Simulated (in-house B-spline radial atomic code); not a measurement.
Configurations of Ga⁺, with energies counted from [Ar] 3d10 4s2. Level of theory: scalar-relativistic (X2C) LDA PW92, spin-polarised, spherical fractional occupations, Fermi nucleus of rms radius 3.9973 fm; calculated with a radial B-spline atomic code at the basis-set limit. Shells without spins written out take the highest spin.

Occupations are held fixed; configurations that lie above the ionisation limit could autoionise.

```json
{"configuration": "[Ar] 3d10 4s(1 up, 0 down) 5d(0 up, 1 down)", "E - E(ref) (eV)": "17.418", "highest orbital": "5d down", "its <r> (bohr)": "9.883"}
{"configuration": "[Ar] 3d9 4s2 4p1", "E - E(ref) (eV)": "21.545", "highest orbital": "4p up", "its <r> (bohr)": "2.563"}
{"configuration": "[Ar] 3d9 4s2 5p1", "E - E(ref) (eV)": "30.886", "highest orbital": "5p up", "its <r> (bohr)": "6.228"}
{"configuration": "[Ar] 3d9 4s2 5d1", "E - E(ref) (eV)": "33.306", "highest orbital": "5d up", "its <r> (bohr)": "9.295"}
{"configuration": "[Ar] 3d(5 up, 4 down) 4s2 4f(1 up, 0 down)", "E - E(ref) (eV)": "33.702", "highest orbital": "4f up", "its <r> (bohr)": "8.477"}
{"configuration": "[Ne] 3s2 3p5 3d10 4s2 5s1", "E - E(ref) (eV)": "108.95", "highest orbital": "5s up", "its <r> (bohr)": "5.133"}
```

Order these further configurations by energy, lowest first.
A. [Ar] 3d10 4s1 4p1
B. [Ne] 3s2 3p(3 up, 2 down) 3d10 4s2 4d(0 up, 1 down)
C. [Ne] 3s2 3p(3 up, 2 down) 3d10 4s2 4f(1 up, 0 down)
D. [Ar] 3d10 4s1 4d1
E. [Ar] 3d10 4s1 5d1

A (6.5438 eV), D (14.461 eV), E (17.302 eV), B (110.31 eV), C (113.7 eV).

How far above the reference does [Ar] 3d10 4s1 5s1 lie?

13.128 eV; its least bound orbital is 5s up with <r> = 5.306 bohr.

How far above the reference does [Ar] 3d10 4s1 4f1 lie?

17.594 eV; its least bound orbital is 4f up with <r> = 8.526 bohr.
